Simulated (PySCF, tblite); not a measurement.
Isomers of C6H8N2, one GFN2-xTB conformer each. Single-point energies are computed at PBE0/pcSseg-1 (PySCF, gas phase, no added dispersion term), electronic only.

**Question.** Rank them by PBE0/pcSseg-1 energy, lowest first (kJ/mol).
A. `[H]/[N:5]=[C:4](\[CH2:3][C:2]#[N:1])[CH:6]1[CH2:7][CH2:8]1` with C2–C3–C4–N5 -123°, C3–C4–C6–C7 145°
B. `c1cc(N)c(N)cc1` (o-phenylenediamine)
C. `[cH:1]1[cH:2][n:3]([CH:4]2[CH2:5][CH2:6]2)[cH:7][n:8]1` with C2–N3–C4–C5 -55°

**Answer.** B (0.0), C (120.6), A (190.7).

As drawn, the lowest has an aromatic ring, which the highest lacks; the highest has a three-membered ring, a C≡N group and a C=N bond, which the lowest lacks. GFN2-xTB itself gives, in the same order: 5.3, 0.0, 182.2. GFN2-xTB puts c1cn(C2CC2)cn1 lowest instead; measured from each level's own lowest isomer, the values differ by up to 120.6 kJ/mol (c1cn(C2CC2)cn1: 0.0 against 120.6).

**Question.** Which frontier levels, dipoles and rotational constants go with these structures?

**Answer.** 
| SMILES | HOMO (eV, PBE0/pcSseg-1) | LUMO (eV) | dipole (D) | A, B, C (MHz) |
| --- | --- | --- | --- | --- |
| Nc1ccccc1N | -5.50 | 0.33 | 1.60 | 3319, 2258, 1348 |
| c1cn(C2CC2)cn1 | -6.56 | 0.53 | 4.25 | 5955, 1534, 1309 |
| [H]/N=C(\CC#N)C1CC1 | -7.84 | -0.56 | 3.11 | 3595, 1432, 1175 |

**Question.** What happens when harmonic zero-point energies from GFN2-xTB frequencies are added?

**Answer.** 
| SMILES | ZPE (kJ/mol) | electronic (kJ/mol) | with ZPE (kJ/mol) |
| --- | --- | --- | --- |
| Nc1ccccc1N | 341.3 | 0.0 | 0.0 |
| c1cn(C2CC2)cn1 | 342.6 | 120.6 | 121.9 |
| [H]/N=C(\CC#N)C1CC1 | 335.6 | 190.7 | 185.1 |

The zero-point energies span 7.0 kJ/mol. The order is unchanged.
